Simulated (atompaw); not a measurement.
What one change does to a pseudopotential (Lu (Z = 71), PAW (atompaw))

- Element: Lu (Z = 71)
- Generator: atompaw 4.2.0.5
- Type: PAW
- Functional: PBE
- Relativity: scalar-relativistic
- Frozen core: [Xe] 4f14
- Valence charge: 3
- Reference configuration: 5d1 6s1.75 6p0 (charge +0.25)
- Partial waves: 6s (bound): rc 3.00 bohr; 6s channel at 1.15 Ry: rc 3.00 bohr; 6p (bound, empty): rc 3.00 bohr; 6p channel at 0.7 Ry: rc 3.00 bohr; 5d (bound): rc 2.45 bohr; 5d channel at 0.8 Ry: rc 2.45 bohr
- Local potential: ultrasoft scheme with l = 3 at 0 Ry, radius 2.55 bohr
- Core correction: smooth core density matched at 1.85 bohr
- Augmentation charge: sinc compensation charge, radius 2.85 bohr; PAW radius 3.00 bohr; waves and projectors: custom polynom vanderbiltortho

Change: all radii scaled by about 0.77 (s 2.30, p 2.30, d 1.88 bohr); local potential ultrasoft scheme with l = 3 at 0 Ry, radius 1.96 bohr; augmentation sinc compensation charge, radius 2.18 bohr; PAW radius 2.30 bohr; waves and projectors: custom polynom vanderbiltortho; core correction smooth core density matched at 1.42 bohr.

Cutoffs: the cutoffs (Ry, on a coarse ladder) from which the occupation-weighted sum of valence levels, in a spherical-Bessel basis at the reference potential, stays within 10 and 1 mRy of its value at 400 Ry; they do not see the model core or the augmentation charge, which bear on the density cutoff.

Task: What does the change do?

Result: The potential gets harder (12 Ry and 15 Ry → 18 Ry and 21 Ry); the bound ghosts move from p to p, s. A smaller radius makes the pseudo-wave follow the all-electron one further in, where it bends more sharply, so more plane waves are needed.

```csv
quantity,base,changed
"cutoff, loose",12 Ry,18 Ry
"cutoff, tight",15 Ry,21 Ry
loose cutoff by channel (10 mRy a level),"s 6 Ry, d 12 Ry","s 8 Ry, d 18 Ry"
bound ghosts,p,"s, p"
lowest overlap eigenvalue by channel,"s 0.22, p 0.60, d 0.98","s 0.40, p 0.53, d 0.99"
```

 A true bound ghost makes a file unfit for plane-wave use even where its test errors are small: the radial tests pick states by their node count and pass the ghost by. The cutoffs see the waves, projectors and local potential, not the compensation charge or the core.
